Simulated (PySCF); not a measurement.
## Shapes and spin states of MnF₃⁺

Method: PySCF, PBE0, basis Mn def2-SVP, F def2-SVP (no relativity, density fitting).

Relaxations began from a few typed shapes and spin states; open shells are unrestricted. The search is not exhaustive: other isomers or separated fragments can lie lower, and high-lying points may rest on an excited occupation.

(1) Order these stationary points by electronic energy, lowest first, in kJ/mol from the lowest minimum.
A. quartet D3h: Mn–F 1.633 Å (×3); F–Mn–F 120.0° (×3)
B. broken-symmetry Ms = 1/2 (⟨S²⟩ 1.77) C2v: Mn–F 1.648 Å (×2), Mn–F 1.655 Å; F–Mn–F 100.5° (×2), F–Mn–F 158.9°

(2) Which of them are minima?

Results:

(1) A (0.0), B (198.9).

(2) By energy in kJ/mol, 0.0: not settled, its softest mode being under 30 cm⁻¹; 198.9: minimum.

Formally Mn is in oxidation state +4, d3, with 3 unpaired electrons (the high-spin count). The Mulliken spin on Mn is 3.04. The polar-tensor charge on Mn, 2.21, is far below the formal one.

For the lowest minimum: open d and f shells are described by one determinant, and the ground state may have another occupation or spin.
